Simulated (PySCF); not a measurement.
Sn(H)(F)2(OMe) (CH₄F₂OSn), SMILES [F][SnH]([O]C)[F].

Coordinates come from a B3LYP-D3(BJ)/def2-SVP optimisation. The def2 effective core potentials stand for the cores of Sn; spin–orbit coupling is left out. One conformer was computed; it need not be the lowest.

Calculation: PySCF with PBE/def2-TZVP.

Symmetry labels are those of the subgroup Cs that the program uses (full group Cs).

Computed valence orbital energies around the gap with their symmetry:
```
orbital  symmetry  energy (eV)
-------  --------  -----------
HOMO−7         A"       -10.27
HOMO−6         A'       -10.07
HOMO−5         A'        -9.30
HOMO−4         A"        -9.08
HOMO−3         A"        -8.99
HOMO−2         A'        -8.93
HOMO−1         A'        -7.52
HOMO           A"        -6.90
LUMO           A'        -2.88
LUMO+1         A"        -1.11
LUMO+2         A'        -0.93
LUMO+3         A'         0.56
```
